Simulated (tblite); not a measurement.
C3H7NO2Si3.
Atom-mapped SMILES: `[N:1]#[C:2][Si:3]1([C:4](=[O:5])[OH:6])[SiH2:7][CH2:8][SiH2:9]1` (hydrogens: H10 on O6; H11, H12 on Si7; H13, H14 on C8; H15, H16 on Si9)

The geometry is computed with GFN2-xTB (gas phase).

Task: Give the optimised bond lengths and angles.

Result: 
```csv
bond,length (bohr)
N1≡C2,2.169
C2–Si3,3.528
Si3–C4,3.608
C4=O5,2.283
C4–O6,2.521
"Si3–Si7, Si3–Si9",4.456
"Si7–C8, C8–Si9",3.655
O6–H10,1.839
"Si7–H11, Si9–H16",2.771
"Si7–H12, Si9–H15",2.768
C8–H13,2.059
C8–H14,2.058
```

Bonds in one row agree within 0.02 bohr and their mean is given. A selection of angles:
```csv
angle,degrees
N1–C2–Si3,176.7
C2–Si3–C4,103.1
C2–Si3–Si7,120.5
C2–Si3–Si9,118.5
C4–Si3–Si7,115.7
C4–Si3–Si9,117.7
Si7–Si3–Si9,81.4
Si3–C4–O5,123.0
Si3–C4–O6,114.2
O5–C4–O6,122.9
Si3–Si7–C8,86.6
Si7–C8–Si9,105.3
H10–O6–C4,111.5
```

Dihedral angles: C2–Si3–C4–O5 -179° (antiperiplanar); C2–Si3–Si7–C8 -119° (anticlinal); Si3–Si7–C8–Si9 1° (synperiplanar); Si7–C8–Si9–Si3 -1° (synperiplanar); C2–Si3–Si9–C8 121° (anticlinal); H10–O6–C4–Si3 -179° (antiperiplanar). The mirror-image conformer, all signs reversed, is as good.

The 4-membered ring Si3–Si7–C8–Si9 has internal angles of 81.4° to 105.3°; it is almost planar, 0.01 Å rms from its mean plane, widest ring torsion 1°. The C–Si distances run from 1.867 Å (C2–Si3, drawn single) to 1.934 Å (Si7–C8, drawn single), a spread of 0.067 Å. Si7 (SiH2 silicon) has angles from 86.6° to 119.4°. The 2 C–O bonds span 1.208 Å (C4=O5, drawn double) to 1.334 Å (C4–O6, drawn single), a spread of 0.126 Å. O6 (acid hydroxyl oxygen) is bent (angle 111.5°). Si3 (four-coordinate silicon) has angles from 81.4° to 120.5°.

Point group: near Cs, missed by 0.13 Å at most; the miss may be what the optimiser left on a soft mode. Its GFN2-xTB frequencies are all real (lowest 24 cm⁻¹). One conformer, not necessarily the lowest (C2–Si3–C4–O5 -179°, Si3–C4–O6–H -179°).
